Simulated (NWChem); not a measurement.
System: GeS, singlet; SMILES [S]=[Ge]

NWChem input:

```
start job
memory heap 200 mb stack 900 mb global 1100 mb
geometry units angstroms noautoz
  Ge     0.000000     0.000000    -0.669846
  S      0.000000     0.000000     1.348194
end
basis spherical
  Ge library 6-31g*
  S library 6-31g*
end
dft
  xc mn15
  iterations 150
  mulliken
end
task dft energy
```

Output (shortened):

```
             Northwest Computational Chemistry Package (NWChem) 7.3.0
             --------------------------------------------------------

 ORDER OF PRIMARY AXIS IS BEING SET TO 4
 C4V symmetry detected

                             Geometry "geometry" -> ""
                             -------------------------

 Output coordinates in angstroms (scale by  1.889725989 to convert to a.u.)

  No.       Tag          Charge          X              Y              Z
 ---- ---------------- ---------- -------------- -------------- --------------
    1 Ge                  32.0000     0.00000000     0.00000000    -0.67268000
    2 S                   16.0000     0.00000000     0.00000000     1.34536000

 Effective nuclear repulsion energy (a.u.)     134.2583652890

      Symmetry information
      --------------------

 Group name             C4v
 Group number             18
 Group order               8
 No. of unique centers     2

                                 NWChem DFT Module
                                 -----------------

 Summary of "ao basis" -> "ao basis" (spherical)
 ------------------------------------------------------------------------------
       Tag                 Description            Shells   Functions and Types
 ---------------- ------------------------------  ------  ---------------------
 Ge                          6-31g*                 12       32   5s4p3d
 S                           6-31g*                  8       18   4s3p1d

      Symmetry analysis of basis
      --------------------------

        a1         20
        a2          0
        b1          4
        b2          4
        e          22

            General Information
            -------------------
          SCF calculation type: DFT
          Wavefunction type:  closed shell.
          No. of atoms     :     2
          No. of electrons :    48
           Alpha electrons :    24
            Beta electrons :    24
          Charge           :     0
          Spin multiplicity:     1
          Use of symmetry is: on ; symmetry adaption is: on
          Maximum number of iterations: 150
          AO basis - number of functions:    50
                     number of shells:    20
          Convergence on energy requested:  1.00D-06
          Convergence on density requested:  1.00D-05
          Convergence on gradient requested:  5.00D-04

              XC Information
              --------------
                         MN15 Method XC Functional
                     Hartree-Fock (Exact) Exchange  0.440
                          MN15 Exchange Functional  1.000
                        MN15 Correlation Potential  1.000

             Grid Information
             ----------------
          Grid used for XC integration:  medium
          Radial quadrature: Mura-Knowles
          Angular quadrature: Lebedev.
          Tag              B.-S. Rad. Rad. Pts. Rad. Cut. Ang. Pts.
          ---              ---------- --------- --------- ---------
          Ge                  1.25      112           8.0       590
          S                   1.00       88           9.0       590
          Grid pruning is: on
          Number of quadrature shells:   200
          Spatial weights used:  Erf1

      Superposition of Atomic Density Guess
      -------------------------------------

 Sum of atomic energies:       -2472.47711743

      Non-variational initial energy
      ------------------------------

 Total energy =   -2472.657463
 1-e energy   =   -3711.142636
 2-e energy   =    1104.226807
 HOMO         =      -0.286581
 LUMO         =      -0.039975

      Symmetry analysis of molecular orbitals - initial
      -------------------------------------------------

 !! scf_movecs_sym_adapt:    8 vectors were symmetry contaminated

  Symmetry fudging

 !! scf_movecs_sym_adapt:    6 vectors were symmetry contaminated

  Numbering of irreducible representations:

     1 a1          2 a2          3 b1          4 b2          5 e

  Orbital symmetries:

     1 a1          2 a1          3 a1          4 a1          5 e
     6 e           7 a1          8 a1          9 a1         10 e
    11 e          12 a1         13 e          14 e          15 a1
    16 e          17 e          18 b1         19 b2         20 a1
    21 a1         22 e          23 e          24 a1         25 e
    26 e          27 a1         28 a1         29 e          30 e
    31 a1         32 a1         33 e          34 e

     ---------------------------------------------
      Total Density - Mulliken Population Analysis
     ---------------------------------------------

    Atom       Charge   Shell Charges
 -----------   ------   -------------------------------------------------------
    1 Ge  32    31.22   2.00  2.00  6.00  2.00  5.99  1.52  0.95  0.46  0.21  6.89  2.96  0.23
    2 S   16    16.78   2.00  2.00  5.98  1.37  3.25  0.52  1.65  0.02

   convergence    iter        energy       DeltaE   RMS-Dens  Diis-err
 ---------------- ----- ----------------- --------- --------- ---------
 d= 0,ls=0.0,diis     1  -2475.0216323553 -2.61D+03  3.47D-02  5.57D-01
 d= 0,ls=0.0,diis     2  -2474.7864030250  2.35D-01  2.65D-02  1.58D+00
 d= 0,ls=0.0,diis     3  -2475.0867412522 -3.00D-01  4.06D-03  8.57D-02
 d= 0,ls=0.0,diis     4  -2475.0978436288 -1.11D-02  8.11D-04  8.29D-03
 d= 0,ls=0.0,diis     5  -2475.0983349703 -4.91D-04  2.49D-04  1.37D-04
  Resetting Diis
 d= 0,ls=0.0,diis     6  -2475.0983478000 -1.28D-05  7.89D-05  1.32D-05
 d= 0,ls=0.0,diis     7  -2475.0983498699 -2.07D-06  1.55D-05  1.53D-07
 d= 0,ls=0.0,diis     8  -2475.0983498691  7.49D-10  1.06D-05  1.84D-07
 d= 0,ls=0.0,diis     9  -2475.0983498987 -2.96D-08  3.83D-06  3.44D-08

         Total DFT energy =    -2475.098349898710
      One electron energy =    -3710.854456711493
           Coulomb energy =     1206.336349289218
    Exchange-Corr. energy =     -104.838607765451
 Nuclear repulsion energy =      134.258365289016

 Numeric. integr. density =       48.000000029605

                  Occupations of the irreducible representations
                  ----------------------------------------------

                     irrep           alpha         beta
                     --------     --------     --------
                     a1               12.0         12.0
                     a2                0.0          0.0
                     b1                1.0          1.0
                     b2                1.0          1.0
                     e                10.0         10.0

                       DFT Final Molecular Orbital Analysis
                       ------------------------------------

 Vector   22  Occ=2.000000D+00  E=-3.146316D-01  Symmetry=a1
              MO Center=  2.2D-14,  1.1D-14,  4.0D-02, r^2= 3.3D+00
   Bfn.  Coefficient  Atom+Function         Bfn.  Coefficient  Atom+Function
  ----- ------------  ---------------      ----- ------------  ---------------
    41     -0.523260  2 S  pz                13      0.504795  1 Ge pz
    10      0.321609  1 Ge s                 14     -0.224899  1 Ge s
    37      0.201426  2 S  pz                 9     -0.198664  1 Ge pz
    45     -0.187612  2 S  pz                 6     -0.141936  1 Ge s
    42     -0.140455  2 S  s                 17      0.071182  1 Ge pz

 Vector   23  Occ=2.000000D+00  E=-3.144587D-01  Symmetry=e
              MO Center= -2.2D-14, -1.1D-14,  8.8D-01, r^2= 2.1D+00
   Bfn.  Coefficient  Atom+Function         Bfn.  Coefficient  Atom+Function
  ----- ------------  ---------------      ----- ------------  ---------------
    39      0.546926  2 S  px                11      0.297585  1 Ge px
    43      0.280468  2 S  px                40      0.260109  2 S  py
    35     -0.208574  2 S  px                12      0.141526  1 Ge py
    44      0.133386  2 S  py                 7     -0.116705  1 Ge px
    36     -0.099194  2 S  py                15      0.089059  1 Ge px

 Vector   24  Occ=2.000000D+00  E=-3.144587D-01  Symmetry=e
              MO Center= -4.4D-16, -7.3D-16,  8.8D-01, r^2= 2.1D+00
   Bfn.  Coefficient  Atom+Function         Bfn.  Coefficient  Atom+Function
  ----- ------------  ---------------      ----- ------------  ---------------
    40      0.546926  2 S  py                12      0.297585  1 Ge py
    44      0.280468  2 S  py                39     -0.260109  2 S  px
    36     -0.208574  2 S  py                11     -0.141526  1 Ge px
    43     -0.133386  2 S  px                 8     -0.116705  1 Ge py
    35      0.099194  2 S  px                16      0.089059  1 Ge py

 Vector   25  Occ=0.000000D+00  E=-7.036769D-02  Symmetry=e
              MO Center= -2.3D-16,  2.3D-16, -3.0D-01, r^2= 3.5D+00
   Bfn.  Coefficient  Atom+Function         Bfn.  Coefficient  Atom+Function
  ----- ------------  ---------------      ----- ------------  ---------------
    11      0.517456  1 Ge px                12      0.407775  1 Ge py
    15      0.351869  1 Ge px                39     -0.292699  2 S  px
    43     -0.282571  2 S  px                16      0.277286  1 Ge py
    40     -0.230657  2 S  py                44     -0.222677  2 S  py
     7     -0.185717  1 Ge px                 8     -0.146352  1 Ge py

 Vector   26  Occ=0.000000D+00  E=-7.036769D-02  Symmetry=e
              MO Center= -9.3D-16, -1.2D-15, -3.0D-01, r^2= 3.5D+00
   Bfn.  Coefficient  Atom+Function         Bfn.  Coefficient  Atom+Function
  ----- ------------  ---------------      ----- ------------  ---------------
    12      0.517456  1 Ge py                11     -0.407775  1 Ge px
    16      0.351869  1 Ge py                40     -0.292699  2 S  py
    44     -0.282571  2 S  py                15     -0.277286  1 Ge px
    39      0.230657  2 S  px                43      0.222677  2 S  px
     8     -0.185717  1 Ge py                 7      0.146352  1 Ge px

[...]
```

Level: MN15/6-31G* (spherical d). Low-valent species are run as closed-shell singlets; no triplet was tried in these runs. All runs use the structure optimised with PBE0/def2-SVP.
